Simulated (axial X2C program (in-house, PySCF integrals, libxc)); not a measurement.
## Spin–orbit effects down a group: molecules with Se (ions), PBE0

All values come from calculations with an in-house all-electron X2C program for linear molecules (integrals from PySCF), spin-free (one-electron X2C) or two-component (2c: spin–orbit coupling with atomic mean-field Coulomb and Gaunt terms, which also bring small scalar terms), in Dyall basis sets with cores contracted in-house; open shells are unrestricted.

Basis sets: O dyall-av3z, S dyall-av3z, Se dyall-acv3z, Te dyall-acv3z.

```tsv
molecule	spin-free state	Re (Å)	ωe (cm⁻¹)	De (eV)	2c state	Re 2c (Å)	ωe 2c (cm⁻¹)	De 2c (eV)
SeO⁻	M_S = 1/2, Λ = 1	1.716	773.7	3.82	Ω = 3/2	1.716	774.3	3.85
SeS⁻	M_S = 1/2, Λ = 1	2.143	465.3	3.66	Ω = 3/2	2.144	464.3	3.67
TeSe⁻	M_S = 1/2, Λ = 1	2.461	273.4	3.20	Ω = 3/2	2.466	270.4	3.12
```

Work out the shifts from the spin-free to the two-component result.



```
molecule  2c state  ΔRe (Å)  Δωe (cm⁻¹)  ΔDe (eV)
    SeO⁻   Ω = 3/2    0.000         0.6      0.03
    SeS⁻   Ω = 3/2    0.001        -1.0      0.01
   TeSe⁻   Ω = 3/2    0.005        -3.0       n/a
```

Shifts of one unit in the last digit are rounding.

Fragments in 2c: Se- + O, Se + S-, Te + Se-. Each entry is the lowest single determinant of a limited PBE0 search at one distance. De goes to single-determinant-based atoms at the same level (for ions the charge split of lowest energy) and is withheld (n/a) where an atom does not fit its ground term or J level. Main or longest-lived isotopes. Some light 2c atoms are not at their ground J level, so De misses part of their lowering (0.04 eV or less). The functionals have no current term, which raises determinants with orbital currents.
